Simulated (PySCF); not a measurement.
Radial density of Yb⁶⁹⁺ (ytterbium, charge +69)

UHF, 1s1, 2S determinant. Computed with PySCF 2.14 in an uncontracted even-tempered set (15 s from 190 bohr⁻², ratio 2.2; 7 p from 290 bohr⁻², ratio 2.4; 4 d from 870 bohr⁻², ratio 2.4; 3 f from 1300 bohr⁻², ratio 2.4; 3 g from 2000 bohr⁻², ratio 2.4), with no relativity, point nucleus.

| r (bohr) | 4πr²ρ (e/bohr) | 4πr²(ρα − ρβ) |
| --- | --- | --- |
| 0.000373 | 0.1809 | 0.1809 |
| 0.000627 | 0.4939 | 0.4939 |
| 0.00105 | 1.316 | 1.3160 |
| 0.00177 | 3.367 | 3.3671 |
| 0.00298 | 8.042 | 8.0417 |
| 0.00502 | 17.11 | 17.1122 |
| 0.00844 | 29.98 | 29.9841 |
| 0.0142 | 37.89 | 37.8925 |
| 0.0239 | 27.64 | 27.6375 |
| 0.0402 | 7.997 | 7.9971 |
| 0.0676 | 0.4885 | 0.4885 |
| 0.114 | 0.002073 | 0.0021 |

A non-relativistic calculation at this Z misses sizeable relativistic shifts.
